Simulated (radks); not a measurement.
The numbers below are computed, except where a source is named.
Gd XVIII, configuration [Kr] 4d10 4f1. Level of theory: non-relativistic Kohn-Sham, PBE, spin-polarised, spherical densities, point nucleus; open shells are filled with parallel spins first (spin-orbit coupling, left out, can overturn this in heavy ions); relativity is left out, which matters for an element this heavy (a radial shooting solver on a logarithmic mesh with Libxc functionals).

Normalised radial functions P(r) = r R(r), r in bohr:

r	4f up
0.001287	0.0000
0.001663	0.0000
0.002131	0.0000
0.002731	0.0000
0.0035	0.0000
0.004521	0.0000
0.005793	0.0000
0.007423	0.0000
0.009513	0.0000
0.01229	0.0001
0.01575	0.0002
0.02018	0.0005
0.02586	0.0013
0.0334	0.0032
0.0428	0.0077
0.05485	0.0174
0.07029	0.0382
0.0908	0.0813
0.1164	0.1593
0.1491	0.2914
0.1911	0.4917
0.2448	0.7553
0.3163	1.0496
0.4053	1.2727
0.5194	1.3369
0.6656	1.1861
0.8597	0.8491
1.102	0.4764
1.412	0.1928
1.809	0.0502

4f up: eigenvalue -371.84 eV, 0 radial nodes, <r> = 0.605 bohr, 90 % of the charge inside 0.932 bohr.
